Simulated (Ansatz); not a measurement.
`O[Si](F)(O[SiH3])O[SiH3]` + HCl → `O[Si](F)(Cl)O[SiH3]` + `O[SiH3]`  (ligand exchange at the Si–O bond)

Calculated with Ansatz (gas phase, PBE0-D4/def2-TZVP geometries, no zero-point term in ΔE). CBS: MP2 limit from def2 TZ/QZ plus the TZ coupled-cluster correction, frozen cores. This one scheme is used for every species. Each species was taken in one conformer, which may not be the lowest.

`O[Si](F)(O[SiH3])O[SiH3]`:

Z-matrix (Å, degrees):
```
Si
F 1 1.585
O 1 1.605 2 109.1
O 1 1.608 2 107.0 3 -120.2
O 1 1.620 2 109.7 3 118.1
Si 3 1.642 1 146.3 2 99.9
Si 4 1.640 1 147.1 2 101.3
H 5 0.957 1 119.3 2 60.7
H 6 1.484 3 110.2 1 -48.3
H 6 1.482 3 107.5 1 -168.1
H 6 1.483 3 109.8 1 72.5
H 7 1.485 4 110.0 1 43.5
H 7 1.484 4 109.9 1 -77.2
H 7 1.482 4 107.7 1 163.2
```

HCl:

Cartesian coordinates in Å:
```
Cl -0.157 0.596 0.170
H 0.157 -0.596 -0.170
```

`O[Si](F)(Cl)O[SiH3]`:

```xyz
10

O    -0.660    2.438    0.070
Si   -0.752    0.902    0.558
F    -2.257    0.412    0.565
Cl   -0.076    0.832    2.462
O     0.080   -0.080   -0.399
Si    0.930   -1.481   -0.557
H    -0.803    2.635   -0.857
H     1.615   -1.435   -1.870
H     1.924   -1.588    0.538
H     0.000   -2.635   -0.509
```

`O[SiH3]`:

Z-matrix (Å, degrees):
```
Si
O 1 1.648
H 1 1.489 2 111.7
H 1 1.489 2 111.7 3 120.9
H 1 1.481 2 105.9 3 -119.6
H 2 0.957 1 117.9 3 -60.5
```

```tsv
species	SCS-MP2/def2-QZVPP energy (Eh)
`O[Si](F)(O[SiH3])O[SiH3]`	-1196.90501
HCl	-460.33756
`O[Si](F)(Cl)O[SiH3]`	-1290.58904
`O[SiH3]`	-366.63896
```

Q: Work out ΔE.

A: ΔE = (-1290.58904) + (-366.63896) − (-1196.90501) − (-460.33756) = 0.01457 Eh = +9.1 kcal/mol. CCSD(T)/CBS gives +9.0 kcal/mol.

Largest T1 diagnostic among the species: 0.011.

In def2-TZVPP, CCSD(T) changes the Hartree–Fock value by −2.1 kcal/mol (the triples alone add −0.6 kcal/mol) and MP2 by −3.5 kcal/mol. The D4 term adds +1.0 kcal/mol with B3LYP and +0.7 kcal/mol with PBE0; it sums over pairs of atoms, weighted by their polarisabilities, and B3LYP, whose exchange is more repulsive, gets the larger term.

B3LYP here is the variant with VWN-RPA as its local correlation; programs differ in this.
